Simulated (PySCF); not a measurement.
H8NPSi2.
SMILES: `N[SiH2]P[SiH3]`

Torsions of this conformer, `[NH2:1][SiH2:2][PH:3][SiH3:4]`: N1–Si2–P3–Si4 -75°, H–N1–Si2–P3 81°, H–N1–Si2–P3 -63°.

The closed-shell ground state was solved at several levels (PySCF, density fitting, gas phase, non-relativistic). Isolated species at its PBE0-D3(BJ)/def2-SVP geometry (one conformer only).

```csv
level,basis functions,HOMO (eV),LUMO (eV),gap (eV),dipole (D)
mPW1PW91/pcSseg-2,277,-7.10,-0.19,6.91,0.87
PBE0/6-31G,64,-6.79,0.31,7.10,1.24
PBE/pcSseg-2,277,-5.94,-1.01,4.93,0.90
KT2/pcSseg-2,277,-6.00,-1.10,4.90,0.86
OPBE/pcSseg-2,277,-5.92,-0.83,5.09,0.96
KT3/pcSseg-2,277,-6.01,-1.06,4.95,0.87
"PBE0/6-311+G(2d,p)",180,-7.08,-0.36,6.72,0.86
PBE0/cc-pVTZ,244,-7.02,0.06,7.08,0.98
PBE/def2-SVPD,156,-5.91,-0.89,5.02,0.91
CAM-B3LYP/pcSseg-2,277,-8.33,0.67,9.00,0.84
LDA/pcSseg-2,277,-6.04,-1.19,4.85,0.90
LDA/def2-SVPD,156,-6.01,-1.06,4.95,0.91
BHandHLYP/def2-SVPD,156,-8.04,0.61,8.65,0.82
```

(1) What might PBE0/6-31+G* (100 basis functions) give for the same quantities?

(2) Over all these levels, which gives the widest orbital gap and which the narrowest?

(3) How much does the basis alone move the frontier levels among the 4 PBE0 rows (the withheld one included)?

(4) How far do the dipole and the HOMO energy spread over the levels?

## Answers

(1) HOMO -7.04 eV, LUMO -0.34 eV, gap 6.70 eV, dipole 0.88 D.

(2) CAM-B3LYP/pcSseg-2 (range-separated hybrid) has the widest, 9.00 eV, and LDA/pcSseg-2 (LDA) the narrowest, 4.85 eV. The two share the basis. From the narrowest to the widest the HOMO moves by -2.29 eV and the LUMO by +1.86 eV.

(3) The HOMO by 0.29 eV and the LUMO by 0.67 eV. By rising basis size (HOMO, LUMO in eV): 6-31G -6.79, 0.31; 6-31+G* -7.04, -0.34; 6-311+G(2d,p) -7.08, -0.36; cc-pVTZ -7.02, 0.06.

(4) The dipole runs from 0.82 to 1.24 D (mean 0.91 D) and the HOMO from -8.33 to -5.91 eV.
